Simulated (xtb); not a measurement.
O$_{2}$Ti, triplet, at a GFN2-xTB geometry (such geometries of metal compounds can be far from the true shape) (the multiplicity is a formal guess). Base run: GFN2-xTB (xtb).

Geometry (Å):
```xyz
3

Ti     0.0871     0.0167     0.1050
O      1.0942     0.1901    -1.1853
O     -1.3338    -0.2359     0.8965
```
Charge 0, spin multiplicity 3.
All else is at xtb's defaults.
Base energy -9.57101 Eh.

Variants of this job, named by their change:

```csv
change,ΔE vs base (mEh),dipole (D),G_solv (kcal/mol),SCF cycles
base,0.000,2.32,-,12
etemp = 1000,-1.057,2.33,-,12
alpb = methanol,-13.433,2.35,-8.60,11
etemp = 3000,-13.446,2.35,-,12
acc = 1000,0.837,2.29,-,5
alpb = dmf,-15.571,2.33,-9.82,11
```

ALPB and GBSA are two models with their own fitted parameters for each solvent, which aren't always the measured dielectric constant.
